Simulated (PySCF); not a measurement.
Compound: [SnH5]- (charge -1).
Hydrogens: H2, H3, H4, H5, H6 on Sn1.

Method: PySCF, PBE0-D3(BJ)/def2-SVP geometry optimisation, gas phase, def2 core potentials past Kr.

**Question.** How far are the bound atoms from Sn1?

**Answer.** 5 atoms: H6 1.780 Å, H4 1.780 Å, H5 1.780 Å, H2 1.881 Å, H3 1.881 Å.

**Question.** List the angles at Sn1.

**Answer.** 
```json
{"angle": "H2–Sn1–H3", "degrees": "179.8", "distance of the outer atoms (Å)": "3.76"}
{"angle": "H4–Sn1–H5", "degrees": "120.1", "distance of the outer atoms (Å)": "3.08"}
{"angle": "H4–Sn1–H6", "degrees": "120.0", "distance of the outer atoms (Å)": "3.08"}
{"angle": "H5–Sn1–H6", "degrees": "119.9", "distance of the outer atoms (Å)": "3.08"}
{"angle": "H2–Sn1–H6", "degrees": "90.1", "distance of the outer atoms (Å)": "2.59"}
{"angle": "H3–Sn1–H6", "degrees": "90.0", "distance of the outer atoms (Å)": "2.59"}
{"angle": "H3–Sn1–H4", "degrees": "90.0", "distance of the outer atoms (Å)": "2.59"}
{"angle": "H2–Sn1–H5", "degrees": "90.0", "distance of the outer atoms (Å)": "2.59"}
{"angle": "H2–Sn1–H4", "degrees": "90.0", "distance of the outer atoms (Å)": "2.59"}
{"angle": "H3–Sn1–H5", "degrees": "89.9", "distance of the outer atoms (Å)": "2.59"}
```

**Question.** What is the shape at Sn1?

**Answer.** Trigonal bipyramidal: τ5 = (β − α)/60° = 1.00 from the two widest angles, 179.8° and 120.1° (0 for a square pyramid, 1 for a trigonal bipyramid). The Sn–H distances aren't all alike: 1.780 to 1.881 Å.

**Question.** What are the rotational constants (commonest isotopes, rigid rotor)?

**Answer.** A = 52755, B = 42414, C = 42376 MHz: a prolate symmetric top.

Point group: D3h (tolerance 0.08 Å). Charge -1, singlet. The geometry's basis has no diffuse functions, a weakness for an anion. PBE0-D3(BJ)/def2-SVP frequencies: not computed here.
